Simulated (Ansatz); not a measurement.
CH6BFOSi (`OB([SiH3])CF`), relaxed with RKS PBE0-D4/def2-TZVP in the Gaussian-basis code of Ansatz from a PBE-D4/def2-SVP geometry. The force threshold is 0.005 eV/Å; the program also tests the step.

Charge 0, multiplicity 1.

Start:

```xyz
11

O     0.139    0.496    1.866
B     0.075    0.014    0.593
Si   -0.335    1.131   -1.070
C     0.330   -1.537    0.396
F     0.290   -1.894   -0.956
H    -0.035    1.453    1.922
H     0.806    1.095   -2.052
H    -1.571    0.630   -1.771
H    -0.575    2.580   -0.704
H    -0.438   -2.129    0.951
H     1.316   -1.838    0.825
```

Question: How much energy does the relaxation release, and in how many steps? (Best estimate.)

Answer: Ansatz gave: 3.85 kJ/mol, in 7 steps, 1 of them rejected.

Question: Which bonds change most? (Estimate.)

Answer: The calculation gave: C4–H10 from 1.118 to 1.098 Å; C4–H11 from 1.117 to 1.098 Å; Si3–H9 from 1.514 to 1.495 Å; Si3–H8 from 1.506 to 1.488 Å.

Question: Give the relaxed structure. (An estimate is asked.)

Answer: The calculation gave: 
```xyz
11

O     0.119    0.490    1.813
B     0.064   -0.002    0.552
Si   -0.336    1.150   -1.079
C     0.333   -1.548    0.416
F     0.274   -1.974   -0.908
H    -0.049    1.433    1.876
H     0.797    1.134   -2.043
H    -1.563    0.686   -1.780
H    -0.557    2.566   -0.652
H    -0.403   -2.124    0.991
H     1.322   -1.811    0.814
```
